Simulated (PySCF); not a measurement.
**1-tert-butyl-1H-phosphindole: 4 charge schemes on one density**

Species: 1-tert-butyl-1H-phosphindole, C12H15P.
Geometry (PBE0-D3(BJ)/def2-SVP, Å), atoms numbered from 1 in this order:
```
atom  x, y, z in Å
C1    -1.4492    0.7233    0.7855
C2    -1.7763   -0.3009   -0.2946
C3    -2.2793    0.3984   -1.5573
C4    -2.8275   -1.2925    0.2055
P5    -0.2644   -1.3389   -0.7990
C6     0.3757   -1.9452    0.7866
C7     1.5606   -1.3790    1.1105
C8     2.0015   -0.3340    0.1949
C9     3.1663    0.4350    0.2823
C10    3.4179    1.4105   -0.6795
C11    2.5263    1.6100   -1.7375
C12    1.3746    0.8293   -1.8486
C13    1.0992   -0.1319   -0.8774
H14   -0.7178    1.4641    0.4299
H15   -1.0345    0.2446    1.6849
H16   -2.3655    1.2643    1.0788
H17   -3.2012    0.9601   -1.3307
H18   -1.5420    1.1203   -1.9406
H19   -2.5075   -0.3217   -2.3583
H20   -3.7668   -0.7585    0.4274
H21   -3.0498   -2.0659   -0.5465
H22   -2.5055   -1.7938    1.1311
H23   -0.0887   -2.7509    1.3584
H24    2.1615   -1.6714    1.9766
H25    3.8704    0.2711    1.1024
H26    4.3226    2.0194   -0.6113
H27    2.7385    2.3733   -2.4899
H28    0.7022    0.9707   -2.6986
```

Density: PBE0/pcSseg-1 (PySCF); schemes: Mulliken, IAO, Hirshfeld and ESP-fitted. Geometry: PBE0-D3(BJ)/def2-SVP; no solvent, vibrations or thermal averaging.

Question: Tabulate the Mulliken, IAO, Hirshfeld and ESP-fitted charges.

Answer: In e; atoms taken as equivalent share a row and are averaged (×n: the atom named and its like, n in all):

```csv
atom,environment,Mulliken,IAO,Hirshfeld,ESP-fitted
C1/C3/C4,methyl carbon,-0.164,-0.407,-0.121,-0.502
C2,sp3 carbon without hydrogen,-0.727,-0.086,-0.004,+0.676
P5,ring phosphorus,+0.704,+0.503,+0.156,-0.419
C6,unsaturated ring CH carbon,-0.385,-0.364,-0.102,+0.099
C7,unsaturated ring CH carbon,+0.012,-0.150,-0.049,-0.553
C8,ring-fusion aromatic carbon,-0.123,-0.006,-0.008,+0.413
C9,aromatic CH carbon,-0.004,-0.156,-0.051,-0.397
C10,aromatic CH carbon,-0.087,-0.150,-0.051,-0.110
C11,aromatic CH carbon,-0.072,-0.156,-0.052,-0.202
C12,aromatic CH carbon,-0.059,-0.144,-0.048,-0.299
C13,ring-fusion aromatic carbon,-0.429,-0.202,-0.051,+0.206
H14 (×9),methyl hydrogen,+0.123,+0.136,+0.036,+0.117
H23,hydrogen on C6,+0.121,+0.158,+0.048,+0.103
H24,hydrogen on C7,+0.079,+0.150,+0.052,+0.218
H25,aromatic hydrogen,+0.075,+0.149,+0.050,+0.198
H26,aromatic hydrogen,+0.098,+0.151,+0.050,+0.151
H27,aromatic hydrogen,+0.094,+0.151,+0.049,+0.162
H28,aromatic hydrogen,+0.086,+0.147,+0.048,+0.202
```

Mean size of the charges over all atoms: ESP-fitted 0.249 e, IAO 0.188 e, Mulliken 0.170 e, Hirshfeld 0.056 e. Each set sums to the total charge, 0, to within 0.002 e. The IAO scheme counts the electrons in orthogonalised intrinsic atomic orbitals, a minimal basis polarised so that it spans the occupied orbitals exactly.

Some averages cover members that differ in this geometry: C1/C3/C4, ESP-fitted -0.534 to -0.462; C1/C3/C4, Mulliken -0.174 to -0.144; H14 (×9), ESP-fitted +0.098 to +0.128 e.

Lowest charge. The schemes don't all agree: Mulliken C2 (-0.727); IAO C1/C3/C4 (-0.407); Hirshfeld C1/C3/C4 (-0.121); ESP-fitted C7 (-0.553).

Highest charge. The schemes don't all agree: Mulliken P5 (+0.704); IAO P5 (+0.503); Hirshfeld P5 (+0.156); ESP-fitted C2 (+0.676).

Question: How many electrons does the ESP-fitted scheme count on P5?

Answer: Z − q = 15 − (-0.419) = 15.419.

Question: Sum the charges by element, for elements with more than one atom.

Answer: 
```json
{"element": "C", "atoms": "12", "Mulliken": "-2.366", "IAO": "-2.635", "Hirshfeld": "-0.779", "ESP-fitted": "-1.671"}
{"element": "H", "atoms": "15", "Mulliken": "+1.663", "IAO": "+2.132", "Hirshfeld": "+0.625", "ESP-fitted": "+2.090"}
```

Question: How closely do the schemes follow one another over all atoms?

Answer: Correlation coefficient and root-mean-square difference: IAO with Hirshfeld 0.99, 0.154 e; Mulliken with IAO 0.74, 0.167 e; Mulliken with Hirshfeld 0.70, 0.203 e; Hirshfeld with ESP-fitted 0.47, 0.276 e; IAO with ESP-fitted 0.43, 0.286 e; Mulliken with ESP-fitted -0.22, 0.427 e.
